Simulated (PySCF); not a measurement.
**Spinor energies of Ta⁶⁷⁺ (tantalum, charge +67)**

Start: [He] 2s2 2p2; 2p1/2 filled at m_j = -1/2, +1/2. Calculated with PySCF 2.14 in an even-tempered Gaussian basis (16 s from 52 bohr⁻², ratio 2.4; 13 p from 68 bohr⁻², ratio 2.4; 5 d from 220 bohr⁻², ratio 2.6; 4 f from 330 bohr⁻², ratio 2.6): generalised Hartree-Fock with the X2C-1e Hamiltonian and a Gaussian nucleus; one run each with spin-orbit coupling (SO) switched off, then screened by Boettger's factors.

```csv
spinor shell,electrons,"ε, spin-free (eV)","ε, screened SO (eV)",weight of nominal j (screened SO),"rms radius, screened SO (bohr)"
1s1/2,2,-75178.2,-75108.8,1.000,0.0211
2s1/2,2,-18160.5,-18139.1,1.000,0.0823
2p1/2,2,-16944.1,-17873.7,1.000,0.0694
```

| quantity | spin-free | screened SO |
| --- | --- | --- |
| E (hartree) | -8366.74318 | -8437.31409 |
| M_J | 0 | 0 |
| ⟨J²⟩ | 2.000 | 0.000 |
| ⟨L²⟩ | 2.000 | 1.333 |
| ⟨S²⟩ | 2.000 | 1.333 |

Breit and QED terms are absent; they matter most for the inner s and p1/2 levels.

Densities and radii are taken from the X2C orbitals without a picture-change correction, which distorts them close to the nucleus.

Without spin-orbit coupling the j labels of p, d and f shells carry no meaning; the spin-free column gives the mean over the occupied spinors of each nl shell.
